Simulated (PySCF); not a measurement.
CH8SSeSi2.
Z-matrix (Å and degrees, PBE0-D3(BJ)/def2-SVP geometry), rows numbered from 1:
```
Si
S   1  2.1414
C   2  1.8289  1   99.54
Si  3  1.8898  2  108.87  1   179.59
Se  4  2.2841  3  111.20  2   178.80
H   1  1.4949  2  111.02  3    60.02
H   1  1.4953  2  111.00  3   -60.54
H   1  1.4910  2  106.11  3   179.80
H   3  1.1020  2  111.13  1   -60.25
H   3  1.1030  2  110.59  1    59.89
H   4  1.4898  3  110.03  2    62.85
H   4  1.4912  3  109.08  2   -58.57
H   5  1.4722  4   93.13  3    68.21
```

Theory: PBE0-D3(BJ)/def2-SVP geometry optimisation, gas phase (PySCF 2.14.0).

Masses are those of the commonest isotopes; rigid-rotor values at the optimised geometry. The values belong to one conformer with, in the numbering `[SiH3:1][S:2][CH2:3][SiH2:4][SeH:5]`, Si1–S2–C3–Si4 180°, S2–C3–Si4–Se5 179°, C3–Si4–Se5–H 68°.

(1) What are A, B and C (GHz)?

(2) What kind of rotor is it?

(3) What does the inertial defect say?

(4) Give the other two planar moments, Paa and Pbb, and the rms extents of the mass along the axes.

(5) Give the coordinates in the principal-axis frame, origin at the centre of mass.

(6) Which lines would a microwave search look for?

## Answers

(1) Ia = 89.88, Ib = 1222.40, Ic = 1293.43 u·Å²; 505379 MHz·u·Å²/I gives 5623, 413.4 and 390.7 MHz, that is A = 5.6229, B = 0.4134, C = 0.3907 GHz.

(2) A near-prolate asymmetric top: κ = (2 × 413.4 − 5623 − 390.7)/(5623 − 390.7) = -0.99.

(3) Not planar: Δ = Ic − Ia − Ib = -18.85 u·Å². For a rigid frame Δ = −2 Σ m c², so Σ m c² = 9.42 u·Å² lies off the ab plane: 9.38 from hydrogen and 0.04 from heavier atoms. The atom farthest from that plane is 1.33 Å away.

(4) Paa = Σ m a² = (Ib + Ic − Ia)/2 = 1212.98 and Pbb = Σ m b² = (Ia + Ic − Ib)/2 = 80.45 u·Å². With the mass M = 187.91 u, the rms extents √(P/M) along a, b and c are 2.54, 0.65, 0.22 Å.

(5) The sense of each axis is arbitrary; atoms in the order of the calculation.
```tsv
atom	mass (u)	a (Å)	b (Å)	c (Å)
Si1	27.977	3.956	0.785	0.006
S2	31.972	2.488	-0.774	0.002
C3	12.000	0.967	0.242	-0.002
Si4	27.977	-0.534	-0.905	-0.019
Se5	79.917	-2.483	0.284	0.021
H6	1.008	3.813	1.653	1.215
H7	1.008	3.827	1.646	-1.209
H8	1.008	5.283	0.103	0.014
H9	1.008	0.918	0.886	0.891
H10	1.008	0.935	0.888	-0.895
H11	1.008	-0.560	-1.731	1.221
H12	1.008	-0.467	-1.778	-1.226
H13	1.008	-2.276	0.823	-1.334
```

(6) The dipole components are |μa| = 0.43 D, |μb| = 1.31 D, |μc| = 0.61 D. Intensities carry the squares of the components, which stand as 0.11 : 1.00 : 0.22 (a : b : c). Some of the stronger lines:

```json
{"type": "a", "branch": "R", "J(Ka,Kc)": "2(1,2) ← 1(1,1)", "MHz": "1586", "lower level (cm⁻¹)": "0.201"}
{"type": "a", "branch": "R", "J(Ka,Kc)": "3(1,3) ← 2(1,2)", "MHz": "2378", "lower level (cm⁻¹)": "0.253"}
{"type": "a", "branch": "R", "J(Ka,Kc)": "4(3,1) ← 3(3,0)", "MHz": "3217", "lower level (cm⁻¹)": "1.728"}
{"type": "c", "branch": "Q", "J(Ka,Kc)": "3(1,3) ← 3(0,3)", "MHz": "5153", "lower level (cm⁻¹)": "0.161"}
{"type": "c", "branch": "Q", "J(Ka,Kc)": "1(1,1) ← 1(0,1)", "MHz": "5209", "lower level (cm⁻¹)": "0.027"}
{"type": "c", "branch": "R", "J(Ka,Kc)": "1(1,0) ← 0(0,0)", "MHz": "6036", "lower level (cm⁻¹)": "0.000"}
{"type": "c", "branch": "R", "J(Ka,Kc)": "2(1,1) ← 1(0,1)", "MHz": "6863", "lower level (cm⁻¹)": "0.027"}
{"type": "b", "branch": "R", "J(Ka,Kc)": "3(1,3) ← 2(0,2)", "MHz": "7565", "lower level (cm⁻¹)": "0.080"}
{"type": "c", "branch": "R", "J(Ka,Kc)": "3(1,2) ← 2(0,2)", "MHz": "7701", "lower level (cm⁻¹)": "0.080"}
{"type": "b", "branch": "Q", "J(Ka,Kc)": "4(2,3) ← 4(1,4)", "MHz": "15776", "lower level (cm⁻¹)": "0.439"}
{"type": "c", "branch": "R", "J(Ka,Kc)": "2(2,0) ← 1(1,0)", "MHz": "17260", "lower level (cm⁻¹)": "0.201"}
{"type": "b", "branch": "Q", "J(Ka,Kc)": "4(3,1) ← 4(2,2)", "MHz": "26103", "lower level (cm⁻¹)": "0.965"}
{"type": "c", "branch": "R", "J(Ka,Kc)": "3(3,1) ← 2(2,1)", "MHz": "28517", "lower level (cm⁻¹)": "0.777"}
{"type": "c", "branch": "R", "J(Ka,Kc)": "4(3,1) ← 3(2,1)", "MHz": "29321", "lower level (cm⁻¹)": "0.858"}
{"type": "b", "branch": "Q", "J(Ka,Kc)": "4(4,1) ← 4(3,2)", "MHz": "36546", "lower level (cm⁻¹)": "1.836"}
```

PBE0-D3(BJ)/def2-SVP frequencies: not computed here. No vibrational averaging or centrifugal distortion is included, and the geometry carries the error of its method. A rigid rotor knows nothing of internal rotation, which can split or shift real lines.
